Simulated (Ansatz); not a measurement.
(ClBe-mu-H)2 (Be2H2Cl2), 6 atoms. Hardware: 2 threads of AMD EPYC 7R43 on a shared host.

Correlated methods freeze 10 core orbitals.

(1) How many basis functions does each of these Ansatz runs have, and roughly what does it cost? PBE-D4/def2-SVP, charge 0 singlet, energy, from earlier orbitals; PBE0-D4/def2-SVP, charge 0 singlet, energy, from earlier orbitals; CCSD(T)/def2-TZVPP, charge 0 singlet, energy, from earlier orbitals; ωB97X-V/def2-TZVP, charge 0 singlet, energy, from earlier orbitals; PBE-D4/def2-TZVP, charge 0 singlet, energy and forces, from earlier orbitals; r2SCAN-D4/def2-TZVP, charge 0 singlet, energy, from earlier orbitals; MP2/def2-TZVP, charge 0 singlet, energy, from earlier orbitals; B3LYP-D4/def2-TZVP, charge 0 singlet, energy, from earlier orbitals; PBE0-D4/def2-TZVP, charge 0 singlet, energy, from earlier orbitals; HSE06-D4/def2-TZVP, charge 0 singlet, energy, from earlier orbitals; PBE-D4/def2-TZVP, charge 0 singlet, relaxation, 4 steps.

Answers

(1) Other jobs shared the machine, so times can vary by a factor of up to 3. A dash marks memory too small to be measured apart from the calling script's.

```tsv
run	functions	fitting or Cholesky vectors	wall time	peak host memory (GiB)
PBE-D4/def2-SVP, charge 0 singlet, energy, from earlier orbitals	64	774	0.9 s	–
PBE0-D4/def2-SVP, charge 0 singlet, energy, from earlier orbitals	64	674	1.1 s	–
MP2/def2-TZVP, charge 0 singlet, energy, from earlier orbitals	124	826	1.6 s	–
PBE-D4/def2-TZVP, charge 0 singlet, energy and forces, from earlier orbitals	124	882	1.6 s	–
HSE06-D4/def2-TZVP, charge 0 singlet, energy, from earlier orbitals	124	906	1.9 s	–
B3LYP-D4/def2-TZVP, charge 0 singlet, energy, from earlier orbitals	124	896	1.9 s	–
PBE0-D4/def2-TZVP, charge 0 singlet, energy, from earlier orbitals	124	906	2.3 s	–
r2SCAN-D4/def2-TZVP, charge 0 singlet, energy, from earlier orbitals	124	882	3 s	–
ωB97X-V/def2-TZVP, charge 0 singlet, energy, from earlier orbitals	124	896	5 s	–
PBE-D4/def2-TZVP, charge 0 singlet, relaxation, 4 steps	124	882	5.5 s	–
CCSD(T)/def2-TZVPP, charge 0 singlet, energy, from earlier orbitals	150	932	24 s	0.99
```
